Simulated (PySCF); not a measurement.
SMILES c1csc(Cc2ccc[se]2)c1 (C9H8SSe) at its GFN2-xTB optimised geometry (Å):

```
19

C      1.6522     0.0139     0.0075
C      1.1441    -1.2426     0.0000
S     -0.5762    -1.2426     0.0000
C     -0.6120     0.4893     0.0000
C     -1.9093     1.2286     0.0785
C     -2.2409     1.4783     1.5202
C     -2.9638     0.6734     2.3415
C     -3.0563     1.1122     3.6856
C     -2.3987     2.2664     3.9519
Se    -1.5503     2.9529     2.4508
C      0.6454     1.0063     0.0129
H      2.7053     0.2318     0.0086
H      1.6679    -2.1776    -0.0068
H     -2.7053     0.6383    -0.3801
H     -1.8168     2.1776    -0.4563
H     -3.4352    -0.2312     1.9948
H     -3.6072     0.5671     4.4334
H     -2.3366     2.7719     4.8986
H      0.8472     2.0636     0.0218
```

Level of theory: B3LYP/def2-SVP (PySCF 2.14.0).

Map of the deformation density (molecule minus spherical neutral atoms) (e/bohr³) on the plane z = 0.8 Å:

```
|11111111111111111111111111111|
|11111111111111111111111111111|
|11111111111111111111111111111|
|11111111111111111111111111111|
|11111111111111111111111111111|
|11111111111111111111111111111|
|11111111111111111111111111111|
|11111111000111111111111111111|
|11111110100011111111111111111|
|11111112420000111111111111111|
|11111114961000111111111111111|
|11111002641001210011111111111|
|11111000100001211110111111111|
|11111000000001100110111111111|
|11111110000111000010111111111|
|11111111111111000121111111111|
|11111111111121000121111111111|
|11111111111232111111111111111|
|11111111112332111111111111111|
|11111111112222111111111111111|
|11111111111211111111111111111|
|11111111111111111111111111111|
|11111111111111111111111111111|
|11111111111111111111111111111|
|11111111111111111111111111111|
|11111111111111111111111111111|
|11111111111111111111111111111|
|11111111111111111111111111111|
|11111111111111111111111111111|
```
Scale: ten equal steps from -0.017 (start of '0') to 0.073 (end of '9'), in the order '0123456789'; x runs from -5.00 to 5.00, y from -5.00 (bottom) to 5.00 (top).
